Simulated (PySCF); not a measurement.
# KSi and its ions

UHF-CCSD(T); basis K x2c-SVPall, Si x2c-SVPall; spin-free X2C with a Gaussian nucleus; PySCF 2.14. Neutral (UHF): quartet (σ ↑, π ↑↑), Re = 3.099 Å, ωe = 201 cm⁻¹, De = 1.26 eV.

KSi⁺ (UHF): triplet (σ ↑, π ↑), Re = 3.781 Å, ωe = 91.1 cm⁻¹, De = 0.28 eV to K⁺ + Si. The energies at the minima are -890.86922 hartree for KSi and -890.68149 for KSi⁺.

Work out the adiabatic ionisation energy, without and with harmonic zero-point energies (1 hartree = 27.2114 eV, 1 eV = 8065.5 cm⁻¹), and the change of the bond length.

At UHF-CCSD(T): 0.18773 hartree = 5.108 eV between the minima; the zero-point term (91.1 − 201.0)/2 cm⁻¹ = -0.007 eV makes it 5.102 eV. Re changes by +68.2 pm against the neutral. The electron leaves a π orbital, and the ion is left as a loose complex of an ion and an atom.

Correlated steps freeze 10 core orbitals. Weak bonds: KSi⁺. Basis-set superposition, not corrected here, can be much of De in a small basis, most of all at correlated wavefunction levels. For an ion De counts to the pair picked by the measured ionisation energies or electron affinities, which need not be the lowest pair at this level. States were picked by a PBE0 search and need not be the measured ground states.
